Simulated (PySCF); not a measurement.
Job file and geometry (Å, from GFN2-xTB) of an NMR shielding run on `ClB(Cl)C1=CCOBCB1`, C$_{4}$H$_{7}$B$_{3}$Cl$_{2}$O, GIAO PBE0/pcSseg-1 NMR shielding, non-relativistic, gas phase (PySCF 2.14.0, density-fitted response routines); density fitting, a coarse starting grid and PySCF grid level 2 are the driver's defaults:

```
$ OMP_NUM_THREADS=1 python probes_run.py task.json out

{"job": {"kind": "nmr", "xc": "PBE0", "basis": "pcSseg-1"}, "charge": 0, "multiplicity": 1}
Cl     2.961463    -2.217666     0.896630
B      2.555295    -0.608337     0.443368
Cl     3.862473     0.500236     0.222348
C      1.068045    -0.185675     0.224811
C      0.821163     1.011852    -0.348918
C     -0.493914     1.650710    -0.669523
O     -1.628827     1.301348     0.088595
B     -2.088159     0.083254     0.329347
C     -1.360986    -1.240693    -0.211160
B     -0.074590    -1.165159     0.655894
H      1.654648     1.640527    -0.647595
H     -0.706888     1.441879    -1.730321
H     -0.388193     2.738112    -0.567311
H     -3.060951     0.046235     0.981609
H     -1.172700    -1.106561    -1.276109
H     -1.971495    -2.126234    -0.066619
H      0.016618    -1.751799     1.665047
```

Q: Write the output of this run.

A: 
```
coarse grid: 16280 points
cycle   1  E = -1226.0127696799  dE =  1.489e+00  |g| = 6.686e-01  |ddm| = 3.829e+00
cycle   2  E = -1225.9293295599  dE =  8.344e-02  |g| = 9.483e-01  |ddm| = 1.342e+00
cycle   3  E = -1226.1080599242  dE = -1.787e-01  |g| = 1.317e-01  |ddm| = 8.572e-01
cycle   4  E = -1226.1113379625  dE = -3.278e-03  |g| = 4.663e-02  |ddm| = 1.297e-01
cycle   5  E = -1226.1118251654  dE = -4.872e-04  |g| = 1.193e-02  |ddm| = 4.820e-02
cycle   6  E = -1226.1118546846  dE = -2.952e-05  |g| = 6.130e-03  |ddm| = 1.749e-02
cycle   7  E = -1226.1118639926  dE = -9.308e-06  |g| = 1.288e-03  |ddm| = 6.132e-03
final grid: 150760 points
cycle   8  E = -1226.1747928298  dE = -4.881e-05  |g| = 1.229e-02  |ddm| = 3.335e-02
cycle   9  E = -1226.1747568409  dE =  3.599e-05  |g| = 1.846e-02  |ddm| = 2.175e-02
cycle  10  E = -1226.1748229850  dE = -6.614e-05  |g| = 1.872e-03  |ddm| = 1.355e-02
cycle  11  E = -1226.1748236696  dE = -6.845e-07  |g| = 4.238e-04  |ddm| = 1.957e-03
cycle  12  E = -1226.1748237079  dE = -3.833e-08  |g| = 1.101e-04  |ddm| = 4.841e-04
cycle  13  E = -1226.1748237102  dE = -2.289e-09  |g| = 6.191e-05  |ddm| = 1.503e-04
cycle  14  E = -1226.1748237111  dE = -9.700e-10  |g| = 1.123e-05  |ddm| = 5.676e-05
converged SCF energy = -1226.1748237111

GIAO shielding tensors (ppm)
atom      isotropic    diamagn.    paramagn.     s11        s22        s33       span
  0 Cl     677.892    1146.620    -468.728    424.419    712.353    896.904    472.484
  1 B       45.523     189.787    -144.264     18.445     34.052     84.071     65.626
  2 Cl     727.129    1146.854    -419.725    453.594    790.377    937.415    483.821
  3 C       30.495     261.318    -230.823    -60.799    -16.882    169.166    229.966
  4 C       14.041     259.034    -244.992    -96.545     -1.185    139.854    236.399
  5 C      113.233     245.179    -131.947     92.687     96.304    150.708     58.021
  6 O      108.224     392.812    -284.588    -87.785     67.612    344.846    432.632
  7 B       54.697     194.109    -139.412      9.045     53.365    101.681     92.635
  8 C      139.707     258.720    -119.013     70.476    160.873    187.773    117.296
  9 B       27.732     192.657    -164.925    -38.532     -5.079    126.808    165.340
 10 H       23.858      32.650      -8.792     19.535     21.962     30.077     10.542
 11 H       26.450      29.289      -2.840     23.068     25.923     30.358      7.290
 12 H       26.090      27.990      -1.899     20.896     27.244     30.131      9.235
 13 H       26.291      29.276      -2.985     24.141     25.536     29.195      5.055
 14 H       29.821      33.828      -4.007     26.560     28.520     34.384      7.824
 15 H       28.220      30.565      -2.344     26.003     26.942     31.716      5.713
 16 H       24.186      31.067      -6.881     18.425     24.320     29.813     11.388
```

Size and cost of the density-fitted run: 219 basis functions, 100 s wall time on 1 thread of an Arm Neoverse N1, shared host; peak memory 0.98 GiB.
